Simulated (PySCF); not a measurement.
Cu(AsH3)H (singlet state).
SMILES: `[H][Cu]<-[AsH3]`

Method used: TDDFT B3LYP/def2-SVPD, vertical, gas phase, core orbitals frozen in the response in PySCF 2.14.0, density-fitted response routines. Geometry: PBE0-D3(BJ)/def2-SVP; no solvent, vibrations or thermal averaging. The B3LYP/def2-SVPD calculation is non-relativistic and has no spin–orbit coupling, an omission that weighs most on arsenic.

Computed states:

```json
{"state": "S1", "E (eV)": "3.99", "f": "0.040"}
{"state": "S2", "E (eV)": "3.99", "f": "0.040"}
{"state": "S3", "E (eV)": "4.45", "f": "0.026"}
{"state": "S4", "E (eV)": "4.77", "f": "0.0000"}
{"state": "S5", "E (eV)": "4.77", "f": "0.0001"}
{"state": "S6", "E (eV)": "4.91", "f": "0.0034"}
{"state": "S7", "E (eV)": "4.91", "f": "0.0035"}
{"state": "S8", "E (eV)": "5.02", "f": "0.0000"}
{"state": "S9", "E (eV)": "5.05", "f": "0.0001"}
{"state": "S10", "E (eV)": "5.05", "f": "0.0001"}
{"state": "S11", "E (eV)": "5.36", "f": "0.0000"}
{"state": "S12", "E (eV)": "5.36", "f": "0.0000"}
{"state": "S13", "E (eV)": "5.51", "f": "0.0026"}
{"state": "S14", "E (eV)": "5.51", "f": "0.0027"}
```

Each state is given a Gaussian of 0.25 eV full width at half maximum, with ε(max) = 2.175×10⁸ f / Δν̃ (Δν̃ the width in cm⁻¹). The width is an assumption, not a result. The curve ends short of the highest state used, and states not computed would add to its high-energy end.

**Question.** What does the envelope look like, and where are its maxima?

**Answer.** 
```csv
λ (nm),ε (L mol⁻¹ cm⁻¹)
252.3,766
256.2,635
260.2,357
264.1,308
268.1,751
272.1,1701
276.0,2603
280.0,2765
283.9,2103
287.9,1236
291.9,902
295.8,1537
299.8,3352
303.8,5930
307.7,8057
311.7,8643
315.6,7417
319.6,5136
323.6,2920
327.5,1412
331.5,567
335.4,200
339.4,60
343.4,16
```

Maxima: 311 nm (3.99 eV), ε about 8700, made up of S1 (50%) and S2 (50%); 279 nm (4.45 eV), ε about 2800, made up of S3 (100%); 253 nm (4.91 eV), ε about 770, made up of S6 (48%) and S7 (49%) (ε in L mol⁻¹ cm⁻¹; maxima over ε = 5, shares over 10%).

**Question.** On this curve, what absorbance would a 10⁻⁴ mol/L sample give at 308 nm over a 1 cm path?

**Answer.** 308 nm is 4.025 eV, where ε is about 8200 L mol⁻¹ cm⁻¹, so A = ε c l ≈ 0.82 (Beer–Lambert, with the gas-phase spectrum and the assumed width).

**Question.** What would ε be at 3.99 eV, the highest of these maxima, with half the width (0.125 eV)?

**Answer.** About 17300 L mol⁻¹ cm⁻¹ against 8690, a factor of about 2.00; a lone state at its own centre would give exactly 2.

**Question.** Coming from long wavelengths, where does ε first pass 100 L mol⁻¹ cm⁻¹?

**Answer.** At about 338 nm (3.67 eV), 0.31 eV below S1.
